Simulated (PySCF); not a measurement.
Correlation energy of Pd²⁺ (palladium, charge +2)

[Kr] 4d7 5s1, high-spin 5F determinant (an excited configuration). All numbers are calculated (PySCF 2.14, a scalar-relativistic core potential, in aug-cc-pVTZ-PP with one added diffuse shell each of s, p, d, f, g type with ECP28MDF (7s7p6d4f3g, 113 functions)). Frozen: 4s2 4p6; 8 electrons correlated.

MP2 pair energies summed by pair of shells (mhartree):

| pair | energy | share (%) |
| --- | --- | --- |
| 4d-4d | -157.92 | 81.7 |
| 4d-5s | -35.48 | 18.3 |

Total MP2 correlation energy: -193.40 mhartree.

Same-spin part -89.99 and opposite-spin part -103.41 mhartree; SCS-MP2 scales them by 1/3 and 6/5 to -154.09 mhartree.
